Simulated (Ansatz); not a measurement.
A structure relaxed at PBE-D4/def2-SVP in Ansatz, charge 0, singlet:

```xyz
16

In   -0.5061   -0.6644   -1.2634
In    2.7443   -0.0083   -1.7358
In   -0.9252    1.5598   -3.5706
In   -2.3452   -4.0982    1.6094
In    2.1109    3.9368   -1.6726
In   -3.2059    0.0250    2.8162
Sb    1.3529   -0.8046    1.4859
Sb    1.5093   -2.6596   -0.8413
Sb   -0.1435    1.6523    0.6006
Sb    2.7163    1.6742    0.6952
Br   -0.7946    3.9445   -1.9529
Br   -1.4880   -2.1349    3.5658
Br   -2.8246   -1.6227   -0.2968
Br    2.0615    1.8341   -3.9024
Br    0.5635   -4.4463    1.0986
Br   -0.8255    1.8124    3.3641
```

Question: Give its formula.

Answer: In6Sb4Br6.

Question: Summarise the bond lengths by kind (pairs closer than 1.2 times the sum of covalent radii, bridged metal pairs left out).

Answer: 10 × Br–In 2.69 to 3.07 Å; 6 × In–Sb 2.87 to 3.33 Å; 4 × Sb–Sb 2.86 to 3.01 Å; 2 × Br–Sb 2.80 to 2.85 Å; 1 × In–In 3.23 Å.

In the def2 sets In, Sb take a core potential; there is no spin–orbit coupling. Single mean-field runs in def2-SVP are fitted with def2-universal-jkfit. The restricted singlet is unstable towards broken spin symmetry in Hartree–Fock (as tested in another run); at PBE-D4/def2-SVP this wasn't settled. Another isomer (singlet) lies 0.81 eV lower at PBE0-D4/def2-TZVP; other spin states weren't run for this one.
